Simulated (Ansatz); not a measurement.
TiO₄, relaxed as a singlet with RKS PBE0-D4/def2-SVP in Ansatz, starting from the GFN1-xTB geometry. Force threshold 0.02 eV/Å.

The relaxation made no stability test and no search for a lower SCF solution. No other spin state of charge 0 was run. The structure comes from a short search, and lower isomers may exist.

Start:

Cartesian coordinates in Å:
```
Ti -0.5899 0.1847 1.0481
O 0.5121 -1.1182 0.7431
O 0.4666 0.5536 -0.8005
O -0.7253 1.1862 -0.3596
O 0.3366 -0.8063 -0.6311
```

Q: Estimate the energy that the relaxation releases and the steps that it takes.

A: 6.39 eV, in 17 steps; 19 s on 4 threads of Arm Neoverse V1 on a shared host. No frequencies were taken in this run, so the end may be a saddle point.

Q: Does the start keep its bonding and symmetry?

A: Bonds lost: O3–O5 (atoms count from 1). The end is the same structure that another start reached, the lowest one found. Point group C2 at the start, D2d at the end, both within 0.05 Å.

Q: Predict the relaxed structure.

A: 
Cartesian coordinates in Å:
```
Ti 0.000 0.000 0.000
O 0.501 -1.308 1.138
O 0.435 1.545 -0.826
O -0.869 1.565 -0.228
O -0.067 -1.802 -0.084
```
Bond lengths: 4 × O–Ti 1.80 Å; 2 × O–O 1.43 Å.
